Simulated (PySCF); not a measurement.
H3InS2, SMILES [SH][InH][SH]. Geometry optimised at B3LYP-D3(BJ)/def2-SVP. The def2 effective core potentials stand for the cores of In; spin–orbit coupling is left out. Other conformers were not sampled.

Computed equilibrium geometry at B3LYP-D3(BJ)/def2-SVP (PySCF confirms it by a frequency run) as Cartesian coordinates in Å, and its point group (one conformer of several):
point group C2v.
```xyz
6

In     0.0000     0.0000    -0.5054
H      0.0000     0.0000    -2.2290
S      0.0000     2.0024     0.8569
H      0.0000     2.8324    -0.2134
S      0.0000    -2.0024     0.8569
H      0.0000    -2.8324    -0.2134
```
Charge 0, spin multiplicity 1.
